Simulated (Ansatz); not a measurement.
Correlation energies of BF2H3OSi, SMILES `O[SiH2]B(F)F` by basis set

```xyz
8

O     1.0601    0.2293   -1.4625
Si    0.7043    0.2803    0.1464
B    -1.1165   -0.5469    0.5409
F    -1.5210   -0.8031    1.7706
F    -1.9706   -0.8374   -0.4265
H     0.3742    0.4775   -2.0834
H     1.7768   -0.4743    0.8379
H     0.6927    1.6745    0.6767
```

Charge 0, multiplicity 1. The geometry is a stationary point of PBE0-D4/def2-TZVP. It is one conformer, not always the lowest. Frozen core, restricted reference, the Gaussian-basis code of Ansatz. CBS rows extrapolate triple and quadruple zeta; past MP2 they add the triple-zeta difference.

```
     basis     HF (Eh)  MP2 corr.  CCSD corr.       (T)  CCSD(T) total
  def2-SVP  -588.92549   -0.72798    -0.75895  -0.01493     -589.69937
def2-TZVPP           ?   -0.94861    -0.97245  -0.03083              ?
def2-QZVPP  -589.43743          ?           –         –              –
 CBS(def2)  -589.44059          ?           ?     as TZ              ?
```

(1) Fill in the withheld values. (Best estimate.)

Answers

(1) Computed: def2-TZVPP HF (Eh): -589.41449; def2-TZVPP CCSD(T) total: -590.41777; def2-QZVPP MP2 corr.: -1.03283; CBS(def2) MP2 corr.: -1.09521; CBS(def2) CCSD corr.: -1.11905; CBS(def2) CCSD(T) total: -590.59047.
